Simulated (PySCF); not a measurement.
Isomers of C5H11O2PSi2, mass 190.004 u with the commonest isotopes. Level of theory: PBE0/pcSseg-1 in PySCF (dipole) on a GFN2-xTB geometry, gas phase. One conformer each, none proved a minimum here; rigid rotors.

Task: Order these by out-of-plane moment Σ m c² = (Ia + Ib − Ic)/2, smallest first.
A. `[CH2:1]=[C:2]([CH3:3])[C:4](=[O:5])[C:6](=[O:7])[SiH2:8][SiH2:9][PH2:10]` with C1–C2–C4–O5 -14°, C2–C4–C6–O7 -63°, C4–C6–Si8–Si9 55°, C6–Si8–Si9–P10 156°, Si8–Si9–P10–H -167° and -74°
B. `[O:1]=[C:2]([SiH2:3][SiH2:4][PH2:5])[C:6](=[O:7])[CH:8]1[CH2:9][CH2:10]1` with O1–C2–Si3–Si4 -100°, C2–Si3–Si4–P5 167°, Si3–Si4–P5–H 73° and 166°, O1–C2–C6–O7 153°, C2–C6–C8–C9 153°
C. `[CH:1]#[C:2][C@@H:3]([CH3:4])[Si@@H:5]([O:6][CH:7]=[O:8])[SiH2:9][PH2:10]` with C2–C3–Si5–O6 169°, C3–Si5–O6–C7 132°, Si5–O6–C7–O8 3°, C3–Si5–Si9–P10 -62°, Si5–Si9–P10–H -119° and 148°
D. `[CH3:1][O:2][C:3](=[O:4])[C:5]#[C:6][SiH2:7][PH:8][SiH2:9][CH3:10]` with C1–O2–C3–O4 -1°, C6–Si7–P8–Si9 -144°, Si7–P8–Si9–C10 166°

Result: A (58.64 u·Å²), B (68.60 u·Å²), D (77.88 u·Å²), C (144.70 u·Å²).

Task: Order these by dipole moment, smallest first.
A. `[O:1]=[C:2]([SiH2:3][SiH2:4][PH2:5])[C:6](=[O:7])[CH:8]1[CH2:9][CH2:10]1` with O1–C2–Si3–Si4 -100°, C2–Si3–Si4–P5 167°, Si3–Si4–P5–H 73° and 166°, O1–C2–C6–O7 153°, C2–C6–C8–C9 153°
B. `[CH2:1]=[C:2]([CH3:3])[C:4](=[O:5])[C:6](=[O:7])[SiH2:8][SiH2:9][PH2:10]` with C1–C2–C4–O5 -14°, C2–C4–C6–O7 -63°, C4–C6–Si8–Si9 55°, C6–Si8–Si9–P10 156°, Si8–Si9–P10–H -167° and -74°
C. `[CH:1]#[C:2][C@@H:3]([CH3:4])[Si@@H:5]([O:6][CH:7]=[O:8])[SiH2:9][PH2:10]` with C2–C3–Si5–O6 169°, C3–Si5–O6–C7 132°, Si5–O6–C7–O8 3°, C3–Si5–Si9–P10 -62°, Si5–Si9–P10–H -119° and 148°

Result: C (1.14 D), A (3.12 D), B (3.60 D).

Task: Order these by rotational constant C, smallest first.
A. `[CH:1]#[C:2][C@@H:3]([CH3:4])[Si@@H:5]([O:6][CH:7]=[O:8])[SiH2:9][PH2:10]` with C2–C3–Si5–O6 169°, C3–Si5–O6–C7 132°, Si5–O6–C7–O8 3°, C3–Si5–Si9–P10 -62°, Si5–Si9–P10–H -119° and 148°
B. `[CH3:1][O:2][C:3](=[O:4])[C:5]#[C:6][SiH2:7][PH:8][SiH2:9][CH3:10]` with C1–O2–C3–O4 -1°, C6–Si7–P8–Si9 -144°, Si7–P8–Si9–C10 166°
C. `[O:1]=[C:2]([SiH2:3][SiH2:4][PH2:5])[C:6](=[O:7])[CH:8]1[CH2:9][CH2:10]1` with O1–C2–Si3–Si4 -100°, C2–Si3–Si4–P5 167°, Si3–Si4–P5–H 73° and 166°, O1–C2–C6–O7 153°, C2–C6–C8–C9 153°
D. `[CH2:1]=[C:2]([CH3:3])[C:4](=[O:5])[C:6](=[O:7])[SiH2:8][SiH2:9][PH2:10]` with C1–C2–C4–O5 -14°, C2–C4–C6–O7 -63°, C4–C6–Si8–Si9 55°, C6–Si8–Si9–P10 156°, Si8–Si9–P10–H -167° and -74°

Result: B (225.6 MHz), C (320.2 MHz), D (365.2 MHz), A (515.5 MHz).

```json
{"SMILES": "C#C[C@@H](C)[Si@@H](OC=O)[SiH2]P", "point group": "C1", "Ia (u·Å²)": "448.63", "Ib (u·Å²)": "821.14", "Ic (u·Å²)": "980.37", "κ": "-0.67", "μa (D)": "0.72", "μb (D)": "0.88", "μc (D)": "0.12"}
{"SMILES": "C=C(C)C(=O)C(=O)[SiH2][SiH2]P", "point group": "C1", "Ia (u·Å²)": "281.50", "Ib (u·Å²)": "1219.68", "Ic (u·Å²)": "1383.89", "κ": "-0.93", "μa (D)": "3.43", "μb (D)": "0.77", "μc (D)": "0.80"}
{"SMILES": "COC(=O)C#C[SiH2]P[SiH2]C", "point group": "C1", "Ia (u·Å²)": "234.42", "Ib (u·Å²)": "2161.57", "Ic (u·Å²)": "2240.24", "κ": "-0.99", "μa (D)": "0.82", "μb (D)": "0.02", "μc (D)": "0.85"}
{"SMILES": "O=C([SiH2][SiH2]P)C(=O)C1CC1", "point group": "C1", "Ia (u·Å²)": "257.31", "Ib (u·Å²)": "1458.42", "Ic (u·Å²)": "1578.53", "κ": "-0.97", "μa (D)": "2.65", "μb (D)": "1.49", "μc (D)": "0.69"}
```
